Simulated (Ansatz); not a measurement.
Basis-set series for `CBC=[Se]`. The species carries charge 0 and has multiplicity 1. All single points use the PBE0-D4/def2-TZVP geometry. It is one conformer, not always the lowest.

| functional | basis | functions | energy (Eh) | HOMO (eV) | LUMO (eV) |
| --- | --- | --- | --- | --- | --- |
| PBE0-D4 | def2-TZVPP | 211 | -2505.20887 | -6.64 | -2.74 |
| PBE0-D4 | def2-QZVPP | 410 | -2505.26535 | -6.65 | -2.76 |
| ωB97M-V | def2-TZVPP | 211 | -2505.42882 | -8.74 | -0.66 |
| ωB97M-V | def2-QZVPP | 410 | -2505.48338 | -8.75 | -0.69 |

**Question.** Give the rows for def2-SVP. (An estimate is asked.)

**Answer.** Computed: 
| functional | basis | functions | energy (Eh) | HOMO (eV) | LUMO (eV) |
| --- | --- | --- | --- | --- | --- |
| PBE0-D4 | def2-SVP | 99 | -2504.80205 | -6.55 | -2.64 |
| ωB97M-V | def2-SVP | 99 | -2505.01573 | -8.63 | -0.48 |

Scalar relativity is left out up to krypton.
